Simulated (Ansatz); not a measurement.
Input file for CH6BClGe, SMILES `C[BH][GeH2][Cl]`:

```yaml
crystal:
  periodic: [false, false, false]
  atoms:
    - {symbol: C, position_ang: [-1.143337, 1.049281, -0.176467]}
    - {symbol: B, position_ang: [-0.423169, -0.220937, -0.668880]}
    - {symbol: Ge, position_ang: [1.185818, -1.033886, 0.337946]}
    - {symbol: Cl, position_ang: [1.536191, 0.098331, 2.164624]}
    - {symbol: H, position_ang: [-0.601161, 1.856011, -0.704999]}
    - {symbol: H, position_ang: [-2.184058, 1.138296, -0.495026]}
    - {symbol: H, position_ang: [-1.037635, 1.268468, 0.887193]}
    - {symbol: H, position_ang: [-0.732209, -0.747951, -1.700723]}
    - {symbol: H, position_ang: [2.515081, -0.970795, -0.437699]}
    - {symbol: H, position_ang: [0.967479, -2.487916, 0.797031]}
basis:
  gaussian: {orbitals: def2-TZVPP}
correlation: {method: ccsd_t}
```

```sh
$ ansatz run in.yaml --threads 4 --pin off --events-out ev --progress --plain --max-ram 10444MiB
```

Log, shortened:

```
Functional definition: HF
1401 factors; integrals over basis functions are off by at most 1.0e-3 eV
mean field evaluation 1: about -70773.4806 eV, gradient 2.9e1 eV
mean field evaluation 2: about -70773.6153 eV, gradient 2.9e1 eV
mean field evaluation 4: about -70776.2031 eV, gradient 3.5e0 eV
mean field evaluation 8: about -70776.2452 eV, gradient 2.0e-1 eV
mean field -70776.24548532 eV, -2600.9790477233 hartree, gradient 3.4e-6 eV, S^2 0.000000; 0 other end points of the search recorded, 0 dependent functions left out
16 core orbitals not correlated: weight in the atoms' cores, before any rotation towards them, 1.000 or more for the frozen orbitals, at most 0.000 for the correlated occupied ones
reference -70776.24548532 eV, -2600.9790477233 hartree; 17, 17 occupied and 203, 203 virtual orbitals, 1401 factors
second order -19.67047966 eV of doubles, -0.00000000 eV of singles
cycle   1  -20.40249943 eV  change   -7.3e-1 eV  update   9.6e-2
cycle   2  -20.97919718 eV  change   -5.8e-1 eV  update   2.8e-2
cycle   3  -21.04768642 eV  change   -6.8e-2 eV  update   1.3e-2
cycle   4  -21.03930786 eV  change    8.4e-3 eV  update   3.3e-3
cycle   5  -21.03865197 eV  change    6.6e-4 eV  update   1.3e-3
cycle   6  -21.03834717 eV  change    3.0e-4 eV  update   4.4e-4
cycle   7  -21.03833476 eV  change    1.2e-5 eV  update   1.7e-4
cycle   8  -21.03837998 eV  change   -4.5e-5 eV  update   6.2e-5
cycle   9  -21.03838662 eV  change   -6.6e-6 eV  update   2.4e-5
perturbative correction -0.79993578 eV, -0.0293970978 hartree
Total energy: -70798.08380772 eV, -2601.7815912691 hartree
```

Hardware: 4 threads of an Arm Neoverse V2 on a shared host. Wall time 110 s, peak host memory 4.2 GiB.

MP2 recovers 90.1 % of the CCSD(T) correlation energy and the triples give 3.7 %; T1 = 0.0107.
